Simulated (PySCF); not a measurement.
C₇H₇O, SMILES c1c[c]ccc1OC, multiplicity 2. Coordinates come from a B3LYP-D3(BJ)/def2-SVP optimisation. The isomer is the one that the SMILES or the coordinates give; other isomers of the formula were not compared. Other conformers were not sampled.

Computed equilibrium geometry at B3LYP-D3(BJ)/def2-SVP (PySCF confirms it by a frequency run) as a Z-matrix, and its point group (one conformer of several):
point group Cs.
```
C
O 1 1.3587
C 1 1.4042 2 124.11
H 3 1.0902 1 121.07 2 0.00
C 2 1.4075 1 119.03 3 0.00
H 5 1.0981 2 106.64 1 180.00
H 5 1.1053 6 108.89 2 -120.87
H 5 1.1053 6 108.89 7 -118.26
C 1 1.4076 2 115.69 5 180.00
H 9 1.0922 1 118.24 2 0.00
C 9 1.3984 10 121.39 1 180.00
C 11 1.3830 9 117.21 10 180.00
C 12 1.3759 11 124.85 9 0.00
H 11 1.0933 12 122.43 13 180.00
H 13 1.0935 12 122.43 11 180.00
```
Charge 0, spin multiplicity 2.
